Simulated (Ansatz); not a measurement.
Ansatz results at the PBE0-D4/def2-TZVP geometry: HOMO–LUMO gap (B3LYP/def2-TZVPP) 4.48 eV; HOMO–LUMO gap (ωB97M-V/def2-TZVPP) 9.32 eV; HOMO–LUMO gap (PBE0/def2-TZVPP) 4.94 eV.

Each molecule was computed in one conformer, which needn't be the lowest.

**Question.** Which molecule gave them?
A. `O[B-]1(F)OC(C(F)(F)F)=CC(C(F)(F)F)=[O+]1`
B. `CC1=[N+](C)[AlH2-][N]1C`
C. `[CH3][Al-]1([CH3])[O]C=CC=[O+]1`
D. `O[B-]1(Cl)OC(C(F)(F)F)=CC(C(F)(F)F)=[O+]1`

**Answer.** D. The others give `CC1=[N+](C)[AlH2-][N]1C`: 5.94, 10.53, 6.39; `O[B-]1(F)OC(C(F)(F)F)=CC(C(F)(F)F)=[O+]1`: 4.90, 9.58, 5.30; `[CH3][Al-]1([CH3])[O]C=CC=[O+]1`: 4.16, 8.90, 4.60.

B3LYP here is the variant with VWN-RPA as its local correlation; programs differ in this.
